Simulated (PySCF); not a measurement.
Match the calculated data to a structure.

All candidates are C5H11B.

* UV, first state: lowest singlet excitation: 5.13 eV (242 nm, f = 0.009) [TDDFT PBE0/def2-SVPD]
* UV, strongest line: among the 6 lowest singlet transitions: S2 at 5.27 eV (235 nm, f = 0.386) [TDDFT PBE0/def2-SVPD]
* Polarisability: 81.3 au [PBE0/def2-SVPD]
* Rotational structure: rotational constants A, B, C: 6.074, 2.164, 1.807 GHz [PBE0-D3(BJ)/def2-SVP]
* Dipole: 2.47 D [PBE0/def2-SVPD]

The electronic properties come from PySCF, for the isolated species, density fitting. Levels stand in brackets. Geometry: PBE0-D3(BJ)/def2-SVP, one conformer, isolated molecule.

Task: Which candidate is it?
A. `B[C@@H]1CC[C@H]1C`
B. `B/C=C(\C)CC`
C. `B[C@@H]1CC[C@@H]1C`

Result: B. It is `B/C=C(\C)CC`. Numbering: `[BH2:1]/[CH:2]=[C:3](\[CH3:4])[CH2:5][CH3:6]`. S1 is mainly HOMO−1→LUMO (weight 0.96); the largest Löwdin shares of the orbital it empties are 0.32 on the three-coordinate boron, 0.21 on a B–H hydrogen, 0.15 on the alkene CH carbon and 0.08 on a B–H hydrogen, of the orbital it fills 0.35 on the three-coordinate boron, 0.24 on the fully substituted alkene carbon, 0.16 on the alkene CH carbon and 0.06 on a B–H hydrogen. The optimised geometry has point group C1 and is an asymmetric top.

The others, at the same levels:
- `B[C@@H]1CC[C@@H]1C` fails: its computed strongest line among the 6 lowest singlet transitions is S3 at 6.27 eV (198 nm, f = 0.020) (against S2 at 5.27 eV), static isotropic polarisability is 73.1 au (against 81.3 au) and rotational constant A is 4.398 GHz (against 6.074 GHz).
- `B[C@@H]1CC[C@H]1C` fails: its computed strongest line among the 6 lowest singlet transitions is S4 at 6.42 eV (193 nm, f = 0.017) (against S2 at 5.27 eV), static isotropic polarisability is 74.0 au (against 81.3 au) and rotational constant A is 4.547 GHz (against 6.074 GHz).

Each candidate is one conformer, not necessarily the lowest. Dipoles, sizes and rotational constants follow the conformer. The torsions of the flexible species, by atom-mapped SMILES:
- `[BH2:1]/[CH:2]=[C:3](\[CH3:4])[CH2:5][CH3:6]`: C2–C3–C5–C6 104°
